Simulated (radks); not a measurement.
Initial-state core-level shifts of the tin ion Sn+ when its valence configuration changes from [Kr] 4d10 5s2 5p1. Method: scalar-relativistic Kohn-Sham, r2SCAN, spin-polarised, spherical densities, finite nucleus; open shells are filled with parallel spins first (spin-orbit coupling, left out, can overturn this in heavy ions); meta-GGA in the generalised Kohn-Sham scheme; Fermi nuclear charge, rms radius 4.6519 fm; computed with a radial shooting solver on a logarithmic mesh with Libxc functionals. Shifts are changes of the shell-averaged eigenvalues in eV (positive: less bound); the change of the density at the nucleus, which sets a Mossbauer isomer shift, is in e/bohr^3, on a base of 1.965e+05.

| valence | 2p | 3p | 3d | 4s | density at nucleus |
|---|---|---|---|---|---|
| 4d10 5s1 5p2 | -1.129 | -1.157 | -1.155 | -1.185 | -41.63 |
| 4d10 5s1.5 5p1.5 | -0.625 | -0.637 | -0.636 | -0.645 | -20.30 |
| 4d9.5 5s2 5p1.5 | -4.239 | -4.129 | -4.151 | -3.630 | +9.30 |
| 4d10 5s0.5 5p2.5 | -1.880 | -1.916 | -1.913 | -1.947 | -62.40 |
| 4d8 5s2 5p3 | -17.167 | -16.621 | -16.727 | -14.257 | +38.79 |
| 4d10 5p3 | -2.624 | -2.668 | -2.664 | -2.701 | -83.09 |
| 4d9.5 5s0.5 5p3 | -5.978 | -5.904 | -5.924 | -5.424 | -56.96 |
| 4d9 5s2 5p2 | -8.508 | -8.270 | -8.318 | -7.212 | +18.89 |
| 4d8.5 5s1.5 5p3 | -13.281 | -12.911 | -12.986 | -11.231 | +4.59 |
